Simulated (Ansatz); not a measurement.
Reactions of `OC[SiH2]CCl`.

Program: Ansatz. Geometries: PBE0-D4/def2-TZVP. ΔE: electronic, gas phase. CCSD(T)/CBS adds triple-zeta CCSD(T) − MP2 to the extrapolated MP2 energy (def2 sets, frozen cores). This one scheme is used for every species. Functionals use def2-TZVPP. def2 core potentials past Kr. For Br, Te outer-core shells are correlated without core-valence functions, which leaves a few kJ/mol of doubt a bond. Scalar relativity is left out up to krypton. One conformer a species, not always the lowest.

```tsv
reaction	r2SCAN-D4 (kJ/mol)	PBE0-D4 (kJ/mol)	B2PLYP (kJ/mol)	CCSD(T)/CBS(def2) (kJ/mol)
`OC[SiH2]CCl` + `O[SiH3]` → `OC[SiH2]O[SiH3]` + `CCl`	-117	-111	-124	-120
`OC[SiH2]CCl` + `O[SiH2]S` → `O[SiH2][SiH2]CCl` + `OCS`	113	106	113	112
`OC[SiH2]CCl` + H₂O → `O[SiH2]CCl` + CH₃OH	-109	-101	-116	-107
`OC[SiH2]CCl` + HBr → `OC[SiH2]Br` + `CCl`	-107	-106	-108	-107
`OC[SiH2]CCl` + `N[SiH](O)Cl` → `OC[SiH2]Cl` + `N[SiH](O)CCl`	5	5	4	4
`OC[SiH2]CCl` + H₂Te → `OC[SiH2][TeH]` + `CCl`	-65	-68	-65	-67
```

Largest T1 diagnostic: 0.011, for `O[SiH2][SiH2]CCl`.
